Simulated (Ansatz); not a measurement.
Single points on `CCc1ccc(CCc2ccc(CC)cc2)cc1` with charge +1.

```yaml
crystal:
  periodic: [false, false, false]
  atoms:
    - {symbol: C, position_ang: [6.582733, 0.647378, 0.938814]}
    - {symbol: C, position_ang: [6.188430, 0.252089, -0.487957]}
    - {symbol: C, position_ang: [4.695364, 0.116091, -0.656036]}
    - {symbol: C, position_ang: [3.904215, 1.218663, -1.014627]}
    - {symbol: C, position_ang: [2.516682, 1.104907, -1.123916]}
    - {symbol: C, position_ang: [1.869400, -0.116233, -0.879285]}
    - {symbol: C, position_ang: [0.368855, -0.226669, -0.948754]}
    - {symbol: C, position_ang: [-0.311407, 0.088235, 0.401618]}
    - {symbol: C, position_ang: [-1.811337, -0.024706, 0.323957]}
    - {symbol: C, position_ang: [-2.456852, -1.248816, 0.557730]}
    - {symbol: C, position_ang: [-3.841792, -1.369135, 0.424730]}
    - {symbol: C, position_ang: [-4.631343, -0.270900, 0.049882]}
    - {symbol: C, position_ang: [-6.133044, -0.385847, -0.034361]}
    - {symbol: C, position_ang: [-6.817773, -0.077005, 1.301246]}
    - {symbol: C, position_ang: [-3.985437, 0.953144, -0.183519]}
    - {symbol: C, position_ang: [-2.600497, 1.073773, -0.050658]}
    - {symbol: C, position_ang: [2.659520, -1.217428, -0.514659]}
    - {symbol: C, position_ang: [4.047087, -1.103319, -0.405517]}
    - {symbol: H, position_ang: [6.129454, 1.611756, 1.219369]}
    - {symbol: H, position_ang: [7.675860, 0.740660, 1.040457]}
    - {symbol: H, position_ang: [6.234412, -0.103980, 1.665684]}
    - {symbol: H, position_ang: [6.570288, 1.006621, -1.197287]}
    - {symbol: H, position_ang: [6.676041, -0.701980, -0.753095]}
    - {symbol: H, position_ang: [4.387357, 2.179626, -1.224723]}
    - {symbol: H, position_ang: [1.922443, 1.977113, -1.419190]}
    - {symbol: H, position_ang: [0.076728, -1.243706, -1.262497]}
    - {symbol: H, position_ang: [-0.028026, 0.463317, -1.713316]}
    - {symbol: H, position_ang: [0.083563, -0.601855, 1.167128]}
    - {symbol: H, position_ang: [-0.021636, 1.105783, 0.716000]}
    - {symbol: H, position_ang: [-1.862102, -2.121959, 0.849225]}
    - {symbol: H, position_ang: [-4.322532, -2.335557, 0.614290]}
    - {symbol: H, position_ang: [-6.511462, 0.303075, -0.809278]}
    - {symbol: H, position_ang: [-6.405890, -1.404480, -0.360306]}
    - {symbol: H, position_ang: [-6.581015, 0.945475, 1.636859]}
    - {symbol: H, position_ang: [-6.475278, -0.768877, 2.087480]}
    - {symbol: H, position_ang: [-7.913011, -0.165834, 1.220260]}
    - {symbol: H, position_ang: [-4.579855, 1.826289, -0.475577]}
    - {symbol: H, position_ang: [-2.119368, 2.039929, -0.240670]}
    - {symbol: H, position_ang: [2.178286, -2.183971, -0.326972]}
    - {symbol: H, position_ang: [4.642927, -1.981646, -0.132557]}
basis:
  gaussian: {orbitals: def2-TZVP, fitting: {mean_field: def2-universal-jkfit}}
total_charge: 1
magnetization: {spin_polarized: true, initial_magnetization: 1}
hamiltonian: {xc: pbe0, dispersion: d4}
scf: {omitted_lower_state_checks: [starts]}
output: {orbitals: {seedname: orbitals}}
```

The file start.molden holds the orbitals of an earlier run on this structure, at another level or in another basis.

```sh
$ ansatz run in.yaml --threads 2 --pin off --events-out ev --progress --plain --max-ram 22528MiB --backend cuda --devices 0, --max-vram 18GiB
```

Shortened log:

```
Functional definition: PBE0
1746 factors; integrals over basis functions are off by at most 3.5e-1 eV
mean field evaluation 1: about -18971.4000 eV, gradient 7.9e1 eV
mean field evaluation 2: about -18967.7334 eV, gradient 8.1e1 eV
mean field evaluation 4: about -19001.1771 eV, gradient 6.6e0 eV
mean field evaluation 8: about -19001.4355 eV, gradient 4.1e-1 eV
mean field evaluation 16: about -19001.4365 eV, gradient 4.4e-3 eV
mean field -19001.43652243 eV, -698.2899125632 hartree, gradient 1.8e-5 eV, S^2 0.757182; 0 other end points of the search recorded, 0 dependent functions left out
reference -19001.43658347 eV, -698.2899148061 hartree; 65, 64 occupied and 625, 626 virtual orbitals, 1746 factors
Total energy: -19002.44988811 eV, -698.3271530649 hartree
Checks for a lower state left out: starts
```

Hardware: 2 threads of AMD EPYC 7R13 on a shared host and a share (18 GiB) of an NVIDIA H100 80GB HBM3. Wall time 7 s, peak host memory 1.4 GiB.

First input, but with `gaussian: {orbitals: def2-SVP, initial_orbitals: start.molden}`, `hamiltonian: {xc: {name: LC-wPBE, parameters: {omega: 0.15/bohr}}}` (abridged; 4.7 s):

```
Functional definition: LC-wPBE
mean field -18984.60130244 eV, -697.6712296398 hartree, gradient 2.5e-5 eV, S^2 0.755642
Total energy: -18984.60130255 eV, -697.6712296436 hartree
Checks for a lower state left out: starts
```

First input, but with `gaussian: {orbitals: def2-SVP, initial_orbitals: start.molden}`, `hamiltonian: {xc: {name: LC-wPBE, parameters: {omega: 0.2/bohr}}}` (abridged; 5.5 s):

```
Functional definition: LC-wPBE
mean field -18986.15065996 eV, -697.7281674782 hartree, gradient 3.0e-5 eV, S^2 0.758934
Total energy: -18986.15066001 eV, -697.7281674803 hartree
Checks for a lower state left out: starts
```

As the first input, with `gaussian: {orbitals: def2-SVP, initial_orbitals: start.molden}`, `hamiltonian: {xc: {name: LC-wPBE, parameters: {omega: 0.3/bohr}}}` (abridged; 9 s):

```
Functional definition: LC-wPBE
mean field evaluation 16: about -18988.9618 eV, gradient 7.9e-6 eV
mean field -18988.96175925 eV, -697.8314734718 hartree, gradient 7.9e-6 eV, S^2 0.766477
Total energy: -18988.96175927 eV, -697.8314734727 hartree
Checks for a lower state left out: starts
```

First input, but with `gaussian: {orbitals: def2-TZVP, fitting: {mean_field: def2-universal-jkfit}, initial_orbitals: start.molden}`, `hamiltonian: {xc: pbe, dispersion: d4}` (abridged; 4.7 s):

```
Functional definition: PBE
mean field -18999.22811831 eV, -698.2087552084 hartree, gradient 1.8e-5 eV, S^2 0.752049
Total energy: -19000.41104436 eV, -698.2522269391 hartree
Checks for a lower state left out: starts
```

Geometry: r2SCAN-D4/def2-SVP, that of the neutral singlet.

Single mean-field runs in def2-TZVP are fitted with def2-universal-jkfit.
